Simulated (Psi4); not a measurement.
C$_{3}$H$_{9}$N, charge -1, doublet, at the geometry of the source list (a state made from the parent by changing its charge; the spin is typed, not shown lowest) (a gas-phase anion, which may not be bound at this level), with bond 13-4 at 1.3 times its length; B3LYP/6-31G (Psi4).

The Psi4 input:
```
memory 2 GB

molecule mol {
-1 2
  C    -1.849200   -0.011800    0.244200
  C    -0.451700   -0.446200   -0.172200
  N     0.508200    0.610600    0.090700
  C     1.863300    0.246100   -0.262900
  H    -2.120300    0.903600   -0.273800
  H    -2.571800   -0.785700   -0.000100
  H    -1.887600    0.173700    1.315500
  H    -0.186600   -1.389700    0.341600
  H    -0.430000   -0.640000   -1.249400
  H     0.469200    0.859000    1.076500
  H     2.525600    1.078000   -0.031400
  H     1.902600    0.056500   -1.335900
  H     2.337930   -0.924030    0.413360
}

set basis 6-31g
set reference uks
set guess gwh

energy('b3lyp')
print_variables()
```

Output, abridged:

```
   => Loading Basis Set <=

    Name: 6-31G
    Role: ORBITAL
    Keyword: BASIS

         ---------------------------------------------------------
                                   SCF
               by Justin Turney, Rob Parrish, Andy Simmonett
                          and Daniel G. A. Smith
                              UKS Reference
         ---------------------------------------------------------

  ==> Geometry <==

    Molecular point group: c1
    Full point group: C1

    Geometry (in Angstrom), charge = -1, multiplicity = 2:

       Center              X                  Y                   Z               Mass
    ------------   -----------------  -----------------  -----------------  -----------------
         C           -1.881439458349    -0.102087777083     0.257105197282    12.000000000000
         C           -0.483939458349    -0.536487777083    -0.159294802718    12.000000000000
         N            0.475960541651     0.520312222917     0.103605197282    14.003074004430
         C            1.831060541651     0.155812222917    -0.249994802718    12.000000000000
         H           -2.152539458349     0.813312222917    -0.260894802718     1.007825032230
         H           -2.604039458349    -0.875987777083     0.012805197282     1.007825032230
         H           -1.919839458349     0.083412222917     1.328405197282     1.007825032230
         H           -0.218839458349    -1.479987777083     0.354505197282     1.007825032230
         H           -0.462239458349    -0.730287777083    -1.236494802718     1.007825032230
         H            0.436960541651     0.768712222917     1.089405197282     1.007825032230
         H            2.493360541651     0.987712222917    -0.018494802718     1.007825032230
         H            1.870360541651    -0.033787777083    -1.322994802718     1.007825032230
         H            2.305690541651    -1.014317777083     0.426265197282     1.007825032230

  Running in c1 symmetry.

  Rotational constants: A =      0.83886  B =      0.13128  C =      0.12325 [cm^-1]
  Rotational constants: A =  25148.29094  B =   3935.64815  C =   3694.82029 [MHz]
  Nuclear repulsion =  132.567232646050769

  Charge       = -1
  Multiplicity = 2
  Electrons    = 35
  Nalpha       = 18
  Nbeta        = 17

  ==> Algorithm <==

  SCF Algorithm Type is DF.
  DIIS enabled.
  MOM disabled.
  Fractional occupation disabled.
  Guess Type is GWH.
  Energy threshold   = 1.00e-06
  Density threshold  = 1.00e-06
[...]
      Ntotal   =   34.9999682081 ; deviation = -3.179e-05

   @Spin Contamination Metric:   1.953813680E-03
   @S^2 Expected:                7.500000000E-01
   @S^2 Observed:                7.519538137E-01
   @S   Expected:                5.000000000E-01
   @S   Observed:                5.000000000E-01

    Orbital Energies [Eh]
    ---------------------

    Alpha Occupied:

[...]
    Alpha Virtual:

[...]
    Beta Occupied:

[...]
    Beta Virtual:

[...]
      54A      1.928160

    Final Occupation by Irrep:
              A
    DOCC [    17 ]
    SOCC [     1 ]
    NA   [    18 ]
    NB   [    17 ]

  @DF-UKS Final Energy:  -174.25525886656683

   => Energetics <=

    Nuclear Repulsion Energy =            132.5672326460507691
    One-Electron Energy =                -502.7742059424867307
    Two-Electron Energy =                 217.6241932660592227
    DFT Exchange-Correlation Energy =     -21.6724788361900700
    Empirical Dispersion Energy =           0.0000000000000000
    VV10 Nonlocal Energy =                  0.0000000000000000
    Total Energy =                       -174.2552588665668338

  UHF NO Occupations:
  HONO-2 :   16  A 1.9997563
  HONO-1 :   17  A 1.9993999
  HONO-0 :   18  A 1.0000000
  LUNO+0 :   19  A 0.0006001
  LUNO+1 :   20  A 0.0002437
  LUNO+2 :   21  A 0.0000521
  LUNO+3 :   22  A 0.0000216

Computation Completed

Properties will be evaluated at   0.000000,   0.000000,   0.000000 [a0]

Properties computed using the SCF density matrix

 Multipole Moments:

 ------------------------------------------------------------------------------------
     Multipole            Electronic (a.u.)      Nuclear  (a.u.)        Total (a.u.)
 ------------------------------------------------------------------------------------

 L = 1.  Multiply by 2.5417464519 to convert [e a0] to [Debye]
 Dipole X            :         -1.2655232           -0.2368046           -1.5023278
 Dipole Y            :          1.7085209           -1.3901098            0.3184111
 Dipole Z            :         -0.6051297            0.3489128           -0.2562169
 Magnitude           :                                                    1.5569269

 ------------------------------------------------------------------------------------

  Variable Map:
  ----------------------------------------------------------------------------
[...]
  Array Variable Map:
  ----------------------------------------------------------------------------
[...]
[...]
```
